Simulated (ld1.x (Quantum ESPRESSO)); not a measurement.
# Plane-wave convergence, TM potential for Nd (Z = 60)

| Item | Value |
| --- | --- |
| Element | Nd |
| Generator | ld1.x (Quantum ESPRESSO) 7.5 |
| Type | norm-conserving Troullier–Martins (Kleinman–Bylander form) |
| Functional | PBEsol |
| Relativity | scalar-relativistic |
| Frozen core | [Kr] 4d10 4f3 |
| Valence charge | 11 |
| Reference configuration | 5s2 5p6 5d1 6s2 6p0 |
| Partial waves | 5p (bound): rc 1.90 bohr; 5d (bound): rc 3.35 bohr; 5s (bound): rc 1.95 bohr |
| Local potential | the s channel |
| Core correction | a·sin(br)/r model core inside 2.00 bohr |

Occupied shells without a wave of their own: 6s. They enter only through the test configuration that unscreens the potential, and ld1.x also counts them in the model core charge.

The pseudo-atom Hamiltonian at the reference potential is diagonalised in spherical Bessel functions j_l(qr) that vanish at 20 bohr, with q² up to the cutoff. All-electron valence levels (Ry): 5p -1.8137, 6p -0.0975, 5d -0.2162, 5s -3.2136, 6s -0.2862.

Task: How do the lowest levels (Ry) of each channel move with the cutoff, and are there ghosts?

Result:

| cutoff (Ry) | p #1 | p #2 | d #1 | d #2 | s #1 | s #2 | s #3 | f #1 | Σ f·Δε (mRy) |
| --- | --- | --- | --- | --- | --- | --- | --- | --- | --- |
| 8 | -1.7509 | -0.0926 | -0.1895 | 0.0475 | -3.0073 | -0.2854 | 0.0031 | 0.0945 | 858.9 |
| 12 | -1.7641 | -0.0951 | -0.2139 | 0.0459 | -3.1276 | -0.2933 | 0.0020 | 0.0945 | 499.2 |
| 15 | -1.7739 | -0.0954 | -0.2158 | 0.0457 | -3.1704 | -0.2986 | 0.0013 | 0.0945 | 342.1 |
| 21 | -1.7979 | -0.0970 | -0.2162 | 0.0457 | -3.2008 | -0.3054 | 0.0002 | 0.0945 | 123.6 |
| 25 | -1.8086 | -0.0979 | -0.2162 | 0.0457 | -3.2009 | -0.3059 | 0.0001 | 0.0945 | 58.1 |
| 35 | -1.8121 | -0.0984 | -0.2162 | 0.0457 | -3.2081 | -0.3061 | 0.0001 | 0.0945 | 22.4 |
| 45 | -1.8128 | -0.0984 | -0.2162 | 0.0457 | -3.2128 | -0.3066 | 0.0000 | 0.0945 | 8.0 |
| 50 | -1.8132 | -0.0984 | -0.2162 | 0.0457 | -3.2131 | -0.3068 | 0.0000 | 0.0945 | 4.5 |
| 60 | -1.8136 | -0.0985 | -0.2162 | 0.0457 | -3.2132 | -0.3068 | 0.0000 | 0.0945 | 1.6 |
| 70 | -1.8137 | -0.0985 | -0.2162 | 0.0457 | -3.2135 | -0.3068 | 0.0000 | 0.0945 | 0.7 |
| 90 | -1.8137 | -0.0985 | -0.2162 | 0.0457 | -3.2136 | -0.3068 | 0.0000 | 0.0945 | 0.2 |
| 400 | -1.8137 | -0.0985 | -0.2162 | 0.0457 | -3.2136 | -0.3068 | 0.0000 | 0.0945 | 0.0 |

Result: no extra level below or beside the all-electron valence levels (p, d, s, f tested); 10 mRy is reached at 45 Ry and 1 mRy at 70 Ry.

The potential misses its own reference levels by up to 0.3 eV. ld1.x takes every shell without a wave as core, so the model core holds the 6s electrons as well and exchange and correlation see them twice. This cancels in the reference configuration, but the file is broken for other ones, and its errors say nothing about a proper core correction. Its largest configuration-test error is -2506 meV.
